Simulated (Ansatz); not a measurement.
Ideal-gas functions of `C#CC[TeH]` at 500 K and 1 bar, from an Ansatz frequency run at PBE0-D4/def2-TZVP.

Molar mass 167.66 g/mol, point group Cs (symmetry number 1), electronic degeneracy 1, moments of inertia 30.357, 282.346, 309.499 u Å². Harmonic wavenumbers (cm⁻¹, unscaled): 123, 137, 343, 386, 563, 670, 679, 686, 789, 995, 1141, 1156, 1453, 2144, 2234, 3099, 3158, 3484.

Use S(trans) = R[1.5 ln M + 2.5 ln T − 1.1517]; rotational temperatures θ = 24.2544 K / I; S(rot) = R[ln(√π/σ · √(T³/θAθBθC)) + 1.5]; for each mode x = 1.438777 ν̃/T, S = R[x/(eˣ − 1) − ln(1 − e⁻ˣ)] and H = RT x/(eˣ − 1); 1 cm⁻¹ = 0.0119627 kJ/mol; R = 8.31446 J/(mol·K).

Task: By hand: the entropy, in J/(mol·K).

Result: Translation 183.5. Rotation: θ = 0.799, 0.0859, 0.0784 K, giving 116.5. Vibration, mode by mode: 16.99, 16.11, 8.75, 7.86, 5.16, 4.04, 3.95, 3.89, 3.08, 1.93, 1.38, 1.33, 0.67, 0.12, 0.10, 0.01, 0.01, 0.00, in all 75.4. Electronic 0.0. Sum 375.4 J/(mol·K).

Task: By hand: H − E and G − E in kJ/mol, counted from the electronic energy.

Result: Zero-point energy ½ × 23240 × 0.0119627 = 139.0; thermal vibration 20.5; translation, rotation and pV give 4 RT = 16.6. H − E = 176.1 kJ/mol, and G − E = 176.1 − 500 × 375.4/1000 = -11.6 kJ/mol.

Vibration gives 20 % of the entropy, 33.1 J/(mol·K) of it from the modes under 150 cm⁻¹: soft modes count most, and the harmonic formula is weakest for them.
